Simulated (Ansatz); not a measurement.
Program: Ansatz. Geometries: PBE0-D4/def2-TZVP. ΔE: electronic, gas phase. CCSD(T)/CBS adds triple-zeta CCSD(T) − MP2 to the extrapolated MP2 energy (def2 sets, frozen cores). Functionals use def2-TZVPP. For Br, Ge, Ti outer-core shells are correlated without core-valence functions, which leaves a few kJ/mol of doubt a bond. Scalar relativity is left out up to krypton. Each species was taken in one conformer, which may not be the lowest.

Consider the redistribution: `[OH][GeH]([Cl])[Br]` + `[F][Ti]([Cl])([Cl])[Cl]` → `[Cl][GeH]([Cl])[Br]` + `[OH][Ti]([F])([Cl])[Cl]`.

`[OH][GeH]([Cl])[Br]`:

Z-matrix (Å, degrees):
```
Ge
Cl 1 2.139
Br 1 2.292 2 107.2
O 1 1.753 2 109.5 3 119.2
H 1 1.523 2 110.8 3 -121.9
H 4 0.961 1 113.5 2 -60.5
```

`[F][Ti]([Cl])([Cl])[Cl]`:

Cartesian coordinates in Å:
```
F -0.373 -1.037 -1.442
Ti -0.017 -0.048 -0.066
Cl -0.723 1.967 -0.431
Cl -1.011 -0.862 1.677
Cl 2.123 -0.021 0.262
```

`[Cl][GeH]([Cl])[Br]`:

```xyz
5

Cl   -0.382   -1.188   -1.681
Ge    0.023    0.134   -0.062
Cl   -1.751    0.325    1.099
Br    1.662   -0.771    1.239
H     0.448    1.499   -0.595
```

`[OH][Ti]([F])([Cl])[Cl]`:

Z-matrix (Å, degrees):
```
Ti
F 1 1.740
Cl 1 2.186 2 109.2
O 1 1.751 2 109.1 3 -119.8
Cl 1 2.186 2 109.2 3 120.5
H 4 0.958 1 144.0 2 0.4
```

CCSD(T)/CBS gives -10.4 kJ/mol.

**Question.** Another level gave -11.8 kJ/mol. Which?
A. PBE/def2-TZVPP
B. LC-ωPBE/def2-TZVPP
C. B2PLYP/def2-TZVPP
D. CCSD/def2-TZVPP

**Answer.** A. PBE -11.8, CCSD/def2-TZVPP -16.6, LC-ωPBE -22.2, B2PLYP -7.4 kJ/mol.

Largest T1 diagnostic among the species: 0.024, so the coupled-cluster value is less sure than usual.

From BLYP to BHLYP (50 % exact exchange), in def2-TZVPP and without D4, ΔE moves by −6.2 kJ/mol. Leaving LDA and LC-ωPBE aside and taking each functional with its dispersion term where it has one, the values, not all of them listed here, spread over 11.1 kJ/mol, from ωB97X-V to B2PLYP.

CCSD(T)/CBS has its own doubt, a few kJ/mol and more with outer-core shells, so smaller differences from it don't rank the levels.
